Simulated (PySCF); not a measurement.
C₈H₈.
Atom-mapped SMILES: `[CH:1]#[C:2][CH:3]=[C:4]=[CH:5][CH2:6][CH:7]=[CH2:8]` (hydrogens: H9 on C1; H10 on C3; H11 on C5; H12, H13 on C6; H14 on C7; H15, H16 on C8)

The closed-shell SCF was solved with PySCF and density fitting under several settings on one GFN2-xTB geometry (grid level 2 and gas phase unless stated).

| settings | basis functions | SCF cycles | E (Eh) | HOMO (eV) | LUMO (eV) | dipole (D) |
| --- | --- | --- | --- | --- | --- | --- |
| PBE0/pcSseg-1 | 176 | 14 | -309.0849 | -6.98 | -0.74 | 0.94 |
| PBE0/def2-SVPD | 224 | 14 | -308.9101 | -6.98 | -0.76 | 0.94 |
| PBE0/aug-cc-pVDZ, grid level 1, energy threshold 1e-11 Eh | 256 | 13 | -309.1538 | -6.94 | -0.79 | 0.97 |
| wB97X-D/pcSseg-1 | 176 | 13 | -309.3532 | -8.76 | 1.00 | 0.94 |

Q: Estimate the rows for these settings: (1) B97-D/pcSseg-0, IEF-PCM methanol; (2) CAM-B3LYP/aug-cc-pVDZ, fitting basis def2-qzvpp-jkfit; (3) HSE06/pcSseg-1, energy threshold 1e-06 Eh.

A: 
```tsv
settings	basis functions	SCF cycles	E (Eh)	HOMO (eV)	LUMO (eV)	dipole (D)
B97-D/pcSseg-0, IEF-PCM methanol	88	14	-308.6204	-6.02	-1.51	1.15
CAM-B3LYP/aug-cc-pVDZ, fitting basis def2-qzvpp-jkfit	256	11	-309.3470	-8.19	0.18	0.95
HSE06/pcSseg-1, energy threshold 1e-06 Eh	176	8	-309.1137	-6.59	-1.11	0.93
```

Q: Over all rows, what range does the HOMO–LUMO gap span?

A: From 4.51 eV (B97-D/pcSseg-0, IEF-PCM methanol) to 9.76 eV (wB97X-D/pcSseg-1). The functional of the narrowest has no exact exchange, that of the widest range-separated exact exchange.

Q: And the dipole moment?

A: From 0.93 D (HSE06/pcSseg-1, energy threshold 1e-06 Eh) to 1.15 D (B97-D/pcSseg-0, IEF-PCM methanol); the largest is 1.24 times the smallest, and the median is 0.94 D.

Q: Compare two rows with the functional PBE0: PBE0/aug-cc-pVDZ, grid level 1, energy threshold 1e-11 Eh and PBE0/pcSseg-1. Which energy is lower, and by how much?

A: PBE0/aug-cc-pVDZ, grid level 1, energy threshold 1e-11 Eh (256 functions) lies 0.0689 Eh or 43 kcal/mol below PBE0/pcSseg-1 (176 functions).

B97-D and wB97X-D ran without the empirical dispersion term, which would shift the total energy alone. Cycle counts include a coarse-grid stage where the run had one. Geometry: GFN2-xTB, one conformer.

Conformer computed: `[CH:1]#[C:2][CH:3]=[C:4]=[CH:5][CH2:6][CH:7]=[CH2:8]`: C4–C5–C6–C7 -114°, C5–C6–C7–C8 -117°.
